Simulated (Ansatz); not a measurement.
`[F][Hf]([F])([F])[I]` + H–F → `[F][Hf]([F])([F])[F]` + HI at 400 K and 1 bar (ligand exchange at the Hf–I bond).

Gas-phase electronic energies from Ansatz, PBE0-D4/def2-TZVP geometries. CCSD(T)/CBS is the MP2 limit (def2-TZVPP, def2-QZVPP) plus CCSD(T) − MP2 in def2-TZVPP, frozen cores. This one scheme is used for every species. def2 core potentials past Kr. For Hf, I outer-core shells are correlated without core-valence functions, which leaves a few kJ/mol of doubt a bond.

```json
{"species": "`[F][Hf]([F])([F])[I]`", "CCSD(T)/CBS energy (Eh)": "-645.03670", "H − E (kJ/mol)": "48.1", "S (J/(mol·K))": "399.6"}
{"species": "H–F", "CCSD(T)/CBS energy (Eh)": "-100.39570", "H − E (kJ/mol)": "36.5", "S (J/(mol·K))": "182.2"}
{"species": "`[F][Hf]([F])([F])[F]`", "CCSD(T)/CBS energy (Eh)": "-447.40567", "H − E (kJ/mol)": "49.5", "S (J/(mol·K))": "355.4"}
{"species": "HI", "CCSD(T)/CBS energy (Eh)": "-298.03592", "H − E (kJ/mol)": "25.7", "S (J/(mol·K))": "215.0"}
```

H − E and S are ideal-gas, rigid-rotor, harmonic terms from PBE0-D4/def2-TZVP. 1 Eh = 2625.50 kJ/mol, R = 8.31446 J/(mol·K).

Task: By hand: ΔE, ΔH, ΔS and ΔG.

Result: ΔE = (-447.40567) + (-298.03592) − (-645.03670) − (-100.39570) = -0.00919 Eh = -24.1 kJ/mol. Δ(H − E) = 49.5 + 25.7 − 48.1 − 36.5 = -9.4, so ΔH = -33.5 kJ/mol. ΔS = 355.4 + 215.0 − 399.6 − 182.2 = -11.4 J/(mol·K). ΔG = -33.5 − 400 × (-11.4)/1000 = -28.9 kJ/mol.

Task: By hand: the equilibrium constant, and the temperature at which ΔG would vanish if ΔH and ΔS stayed fixed.

Result: log₁₀ K = −ΔG/(RT ln 10) = 3.8. ΔG = 0 at ΔH/ΔS = 2939 K, far beyond where these terms or the molecules hold.

The number of gas molecules stays the same, so ΔS is small and ΔH decides. A doubt of 5 kJ/mol in ΔE shifts log₁₀ K by 0.7 here. These are equilibria of isolated gas molecules and say nothing of rates. Largest T1 diagnostic: 0.016 (customary marks: 0.02 for closed shells, 0.045 for open ones).
